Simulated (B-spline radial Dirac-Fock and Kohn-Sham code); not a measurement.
## Binding energies of Pb²⁶⁺ at several levels of theory

System: Pb²⁶⁺, [Kr] 4d10 4f10.

The density-functional columns are spherical, spin-unpolarised Dirac-Kohn-Sham results without Breit or QED terms: −ε is minus the orbital energy of the initial state and ΔSCF the difference of two total energies. The reference in the last column comes from relaxed Dirac-Fock hole states (ΔSCF) with Breit and QED corrections and a finite nucleus. All numbers are from a radial finite-basis atomic code, in eV; a selection of levels is shown. For the 1s level of heavy atoms much of the gap between ΔSCF and the reference is the Breit and QED part, -493.9 eV here; for other levels the error of the functional can be larger.

```tsv
level	LDA −ε	LDA ΔSCF	Dirac-Fock
1s	88636.2	89295.6	88811.7
2s	16482.4	16618.8	16671.6
2p1/2	15872.7	16045.1	16004.9
2p3/2	13684.7	13829.7	13839.6
3s	4538.3	4589.0	4649.2
3p1/2	4261.2	4315.0	4351.9
3p3/2	3771.4	3820.5	3861.7
3d3/2	3312.2	3368.8	3380.1
3d5/2	3207.7	3262.7	3277.5
4s	1584.5	1612.2	1645.3
4p1/2	1463.5	1491.2	1515.2
4p3/2	1336.0	1362.2	1387.2
4d3/2	1137.6	1163.8	1174.3
4d5/2	1112.7	1138.5	1149.6
4f	853.1	879.6	877.9
```

Values without a named source are computed, but for edge energies of neutral atoms, which are taken from tables.
